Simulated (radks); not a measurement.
Q: The zinc ion Zn+, [Ar] 3d10 4s1. Method: non-relativistic Kohn-Sham, exchange-only LDA, spin-polarised, spherical densities, point nucleus; computed with a radial shooting solver on a logarithmic mesh with Libxc functionals. Every spin shell is full or empty, so the densities are truly spherical. Functionals are evaluated on that one density, not self-consistently. Rank these exchange functionals by their error against the exact value of the orbitals, and give that value: LDA, B88, revPBE, RPBE, OPTX, WC, SOGGA, G96, EV93, TPSS, MS2, Tao-Mo, TASK, MVS.

A: Exact: -69.1895 hartree. From best to worst, with 100 (|E| - |E exact|)/|E exact| (equal figures are ties): MS2 -0.07, revPBE +0.15, MVS +0.22, RPBE +0.23, Tao-Mo -0.27, TPSS +0.32, B88 +0.42, EV93 +0.53, G96 +0.64, WC -0.72, OPTX +1.03, SOGGA -2.38, TASK -2.42, LDA -5.65.
